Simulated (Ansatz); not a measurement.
The cluster V₃O₃⁺. Total charge 1; singlet. Geometry PBE-D4/def2-SVP; atoms count from 1.

Cartesian coordinates in Å:
```
V 0.7153 0.4994 -0.5365
V -1.3671 0.4035 0.2177
V 0.2112 -1.0232 0.9937
O -0.8421 0.5169 -1.4538
O 0.1586 0.8642 1.2660
O 1.1241 -1.2607 -0.4871
```

The restricted singlet is unstable towards broken spin symmetry in Hartree–Fock (as tested in another run); at PBE0-D4/def2-TZVP this wasn't settled. The structure comes from a short search, and lower isomers may exist.

Q: Estimate the Mulliken populations from the PBE0/def2-TZVP orbitals of Ansatz.

A: 
```csv
atom,charge (e),d electrons
V1,0.97,3.43
V2,0.89,3.48
V3,0.89,3.48
O4,-0.56,–
O5,-0.63,–
O6,-0.56,–
```
Mulliken values depend strongly on the basis.

Q: And the Mayer bond orders between heavy atoms (over 0.3)?

A: V1–V2 1.04 (2.22 Å); V1–V3 1.04 (2.22 Å); V1–O4 1.01 (1.81 Å); V1–O5 0.66 (1.92 Å); V1–O6 1.01 (1.81 Å); V2–V3 1.87 (2.26 Å); V2–O4 1.16 (1.76 Å); V2–O5 0.68 (1.91 Å); V3–O5 0.68 (1.91 Å); V3–O6 1.16 (1.76 Å).
